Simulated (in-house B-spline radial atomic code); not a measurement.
F²⁺. Computed with a B-spline radial atomic code. Model: all-electron spherical atom, spin shells full or empty, radial basis limit, no spin-orbit coupling: exact exchange with a local potential (Slater, KLI or optimised effective potential, whose far tail is KLI's), no correlation.

Exchange potential has not reached -1/r at the last radius.

The run also made RPA and GW results, which its time includes.

The Slater potential averages the orbital exchange potentials with the orbital densities as weights, KLI adds orbital constants, and the optimised effective potential minimises the exact-exchange energy among local potentials. So their energies lie above Hartree-Fock in the order OEP, KLI, Slater. All fall off as −1/r, unlike LDA and GGA exchange.

Command:
```bash
python run_gw.py task.json out
```
Settings (lengths in bohr, energies in hartree):
```
Z                      9
electrons              7
configuration          [He] 2s2 2p3
hamiltonian            nr
method                 oep
lmax                   9
spin_polarised         True
box_radius             17.55
intervals              65
```

Cost of the run: 1.5 s on 1 thread of Intel(R) Xeon(R) Platinum 8488C (Sapphire Rapids), with other jobs on the host.

Given: hamiltonian non-relativistic; mean-field start exchange-only OEP.

Computed: energy above Hartree-Fock 1.2671 millihartree; virial ratio -E/T less 1 0.

```json
{"radius (bohr)": "0.00556", "r times exchange potential up (hartree bohr)": "-0.040683", "r times exchange potential down (hartree bohr)": "-0.041265"}
{"radius (bohr)": "0.00661", "r times exchange potential up (hartree bohr)": "-0.048332", "r times exchange potential down (hartree bohr)": "-0.049021"}
{"radius (bohr)": "0.00786", "r times exchange potential up (hartree bohr)": "-0.057415", "r times exchange potential down (hartree bohr)": "-0.058231"}
{"radius (bohr)": "0.00935", "r times exchange potential up (hartree bohr)": "-0.068204", "r times exchange potential down (hartree bohr)": "-0.069165"}
{"radius (bohr)": "0.0111", "r times exchange potential up (hartree bohr)": "-0.080818", "r times exchange potential down (hartree bohr)": "-0.081953"}
{"radius (bohr)": "0.0132", "r times exchange potential up (hartree bohr)": "-0.095854", "r times exchange potential down (hartree bohr)": "-0.097183"}
{"radius (bohr)": "0.0157", "r times exchange potential up (hartree bohr)": "-0.11359", "r times exchange potential down (hartree bohr)": "-0.11516"}
{"radius (bohr)": "0.0187", "r times exchange potential up (hartree bohr)": "-0.1346", "r times exchange potential down (hartree bohr)": "-0.13643"}
{"radius (bohr)": "0.0223", "r times exchange potential up (hartree bohr)": "?", "r times exchange potential down (hartree bohr)": "?"}
{"radius (bohr)": "0.0265", "r times exchange potential up (hartree bohr)": "-0.18763", "r times exchange potential down (hartree bohr)": "-0.19011"}
{"radius (bohr)": "0.0315", "r times exchange potential up (hartree bohr)": "-0.22021", "r times exchange potential down (hartree bohr)": "-0.22305"}
{"radius (bohr)": "0.0375", "r times exchange potential up (hartree bohr)": "-0.25769", "r times exchange potential down (hartree bohr)": "-0.26096"}
{"radius (bohr)": "0.0445", "r times exchange potential up (hartree bohr)": "-0.29903", "r times exchange potential down (hartree bohr)": "-0.30269"}
{"radius (bohr)": "0.053", "r times exchange potential up (hartree bohr)": "-0.3456", "r times exchange potential down (hartree bohr)": "-0.34973"}
{"radius (bohr)": "0.063", "r times exchange potential up (hartree bohr)": "-0.39519", "r times exchange potential down (hartree bohr)": "-0.39975"}
{"radius (bohr)": "0.075", "r times exchange potential up (hartree bohr)": "-0.44732", "r times exchange potential down (hartree bohr)": "-0.45231"}
{"radius (bohr)": "0.0892", "r times exchange potential up (hartree bohr)": "-0.49894", "r times exchange potential down (hartree bohr)": "-0.50459"}
{"radius (bohr)": "0.106", "r times exchange potential up (hartree bohr)": "-0.54678", "r times exchange potential down (hartree bohr)": "-0.5534"}
{"radius (bohr)": "0.126", "r times exchange potential up (hartree bohr)": "-0.58666", "r times exchange potential down (hartree bohr)": "-0.59592"}
{"radius (bohr)": "0.15", "r times exchange potential up (hartree bohr)": "-0.61249", "r times exchange potential down (hartree bohr)": "-0.62771"}
{"radius (bohr)": "0.178", "r times exchange potential up (hartree bohr)": "-0.61587", "r times exchange potential down (hartree bohr)": "-0.64425"}
{"radius (bohr)": "0.212", "r times exchange potential up (hartree bohr)": "-0.58906", "r times exchange potential down (hartree bohr)": "-0.6401"}
{"radius (bohr)": "0.252", "r times exchange potential up (hartree bohr)": "-0.54137", "r times exchange potential down (hartree bohr)": "-0.60238"}
{"radius (bohr)": "0.3", "r times exchange potential up (hartree bohr)": "-0.53224", "r times exchange potential down (hartree bohr)": "-0.50955"}
{"radius (bohr)": "0.357", "r times exchange potential up (hartree bohr)": "-0.63246", "r times exchange potential down (hartree bohr)": "-0.37617"}
{"radius (bohr)": "0.425", "r times exchange potential up (hartree bohr)": "?", "r times exchange potential down (hartree bohr)": "?"}
{"radius (bohr)": "0.505", "r times exchange potential up (hartree bohr)": "-0.95247", "r times exchange potential down (hartree bohr)": "-0.58824"}
{"radius (bohr)": "0.601", "r times exchange potential up (hartree bohr)": "-1.0886", "r times exchange potential down (hartree bohr)": "-0.71003"}
{"radius (bohr)": "0.715", "r times exchange potential up (hartree bohr)": "-1.205", "r times exchange potential down (hartree bohr)": "-0.7912"}
{"radius (bohr)": "0.85", "r times exchange potential up (hartree bohr)": "-1.2919", "r times exchange potential down (hartree bohr)": "-0.85869"}
{"radius (bohr)": "1.01", "r times exchange potential up (hartree bohr)": "-1.3387", "r times exchange potential down (hartree bohr)": "-0.9146"}
{"radius (bohr)": "1.2", "r times exchange potential up (hartree bohr)": "-1.3425", "r times exchange potential down (hartree bohr)": "-0.9552"}
{"radius (bohr)": "1.43", "r times exchange potential up (hartree bohr)": "-1.3102", "r times exchange potential down (hartree bohr)": "-0.98013"}
{"radius (bohr)": "1.7", "r times exchange potential up (hartree bohr)": "-1.2575", "r times exchange potential down (hartree bohr)": "-0.99275"}
{"radius (bohr)": "2.02", "r times exchange potential up (hartree bohr)": "-1.1998", "r times exchange potential down (hartree bohr)": "-0.99786"}
{"radius (bohr)": "2.41", "r times exchange potential up (hartree bohr)": "-1.1474", "r times exchange potential down (hartree bohr)": "-0.99948"}
{"radius (bohr)": "2.86", "r times exchange potential up (hartree bohr)": "-1.1081", "r times exchange potential down (hartree bohr)": "-1"}
```

Q: What belongs in the row 0.0223?

A: r times exchange potential up (hartree bohr): -0.15939; r times exchange potential down (hartree bohr): -0.16152.

Q: What belongs in the row 0.425?

A: r times exchange potential up (hartree bohr): -0.79747; r times exchange potential down (hartree bohr): -0.40784.

```
occupied  level (hartree)  Hartree-Fock level (hartree)
   1s up          -26.516                       -28.169
 1s down          -26.553                       -27.991
   2s up          -3.0568                       -3.2374
 2s down                ?                             ?
   2p up          -2.3484                       -2.3479
```

Q: What belongs in the row 2s down?

A: level (hartree): -2.5986; Hartree-Fock level (hartree): -2.5987.

| empty | level (hartree) |
| --- | --- |
| 2p down | -1.8917 |
| 3s up | ? |
| 3s down | -0.79931 |
| 3p up | -0.73399 |
| 3p down | ? |
| 3d up | -0.57227 |
| 3d down | -0.50917 |
| 4s up | -0.41919 |
| 4s down | -0.39359 |

Q: What belongs in the row 3s up?

A: level (hartree): -0.88914.

Q: What belongs in the row 3p down?

A: level (hartree): -0.65515.

The highest level, 2p up, differs from Hartree-Fock by -0.014 eV and the deepest, 1s down, by +39.1 eV: a local potential can match the highest level but can't give each shell its own exchange.
